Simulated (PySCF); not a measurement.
**Electron correlation in Os²⁺ (osmium, charge +2)**

[Xe] 4f14 5d5 6p1, high-spin 7P determinant (an excited configuration). Calculation: PySCF 2.14, in x2c-TZVPPall; the spin-free X2C one-electron Hamiltonian (Gaussian nucleus). Frozen: [Xe] 4f14; 6 electrons correlated.

MP2 pair energies summed by pair of shells (mhartree):

| pair | energy | share (%) |
| --- | --- | --- |
| 5d-5d | -46.50 | 73.9 |
| 5d-6p | -16.41 | 26.1 |

Total MP2 correlation energy: -62.91 mhartree.

Same-spin part -62.91 and opposite-spin part 0.00 mhartree; SCS-MP2 scales them by 1/3 and 6/5 to -20.97 mhartree.
